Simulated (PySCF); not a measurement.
CH₄F₂GaN, SMILES C[NH][Ga]([F])[F]. Atoms are numbered in the order given.

```xyz
9

Ga     0.0164    -0.3847     0.0000
F      1.0024    -1.8419     0.0000
F     -1.7304    -0.6090     0.0000
N      0.7280     1.2716     0.0000
C     -0.0153     2.5200     0.0000
H      1.7453     1.3646     0.0000
H      0.1987     3.1422     0.8987
H      0.1987     3.1422    -0.8987
H     -1.1035     2.3118     0.0000
```
Charge 0, spin multiplicity 1.

The structure is a stationary point at PBE-D3(BJ)/def2-SVP. The structure was generated by enumeration; whether it is a known compound was not checked. Other conformers were not sampled.

Calculation: TDA-ωB97X/def2-SVPD (PySCF).

Vertical excitations. The molecule is in vacuum. State labels are in the subgroup Cs.

Problem. List the lowest excited states. (The exact figures need the calculation; the answer reports its results.)

Solution. 
```tsv
state	symmetry	energy (eV)	λ (nm)	f	main pairs
S1	A"	5.32	233	0.028	HOMO→LUMO 92 %
S2	A'	7.00	177	0.094	HOMO→LUMO+1 87 %
S3	A"	7.41	167	0.000	HOMO→LUMO+2 78 %, HOMO→LUMO+4 12 %
S4	A"	7.84	158	0.011	HOMO→LUMO+3 78 %
S5	A'	8.35	149	0.088	HOMO−2→LUMO 51 %, HOMO−1→LUMO 22 %, HOMO−4→LUMO 11 %
S6	A'	8.42	147	0.237	HOMO−1→LUMO 34 %, HOMO−2→LUMO 33 %, HOMO−4→LUMO 14 %
S7	A"	8.42	147	0.000	HOMO−3→LUMO 85 %
S8	A"	8.84	140	0.001	HOMO→LUMO+4 37 %, HOMO→LUMO+5 29 %, HOMO→LUMO+2 11 %, HOMO→LUMO+12 10 %
S9	A"	8.98	138	0.085	HOMO−5→LUMO 80 %
S10	A'	8.99	138	0.013	HOMO−4→LUMO 53 %, HOMO−1→LUMO 26 %
T1	A"	4.91	253	0	HOMO→LUMO 88 %
T2	A'	6.00	207	0	HOMO→LUMO+1 94 %
T3	A"	7.30	170	0	HOMO→LUMO+2 74 %, HOMO→LUMO+4 14 %
T4	A'	7.53	165	0	HOMO−1→LUMO 72 %, HOMO−4→LUMO 13 %
```
Triplets are in the Tamm–Dancoff approximation.
